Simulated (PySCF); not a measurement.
C3H5ClOSi, SMILES [Si@@H]1(OC=CC1)Cl.

Geometry optimised at B3LYP-D3(BJ)/def2-SVP. The structure was generated by enumeration; whether it is a known compound was not checked. One conformer was computed; it need not be the lowest.

Level of theory: CAM-B3LYP/def2-TZVP (PySCF).

The molecule is in vacuum.

Problem. Estimate the frontier levels, gap, dipole moment and polarisability. (Estimate from the structure and the level; the computed values follow.)

Solution. 
| Property | Result |
|---|---|
| highest occupied level | -8.13 eV |
| lowest empty level | 1.41 eV |
| orbital gap | 9.53 eV |
| dipole moment | 0.423 e·Å |
| quadrupole, principal values (traceless, Buckingham form, about the centre of nuclear charge) | -3.73, 0.01, 3.72 D·Å |
| mean static polarisability | 68.7 bohr³ (10.17 Å³) |
| polarisability, principal values | 59.1, 68.0, 78.8 bohr³ |
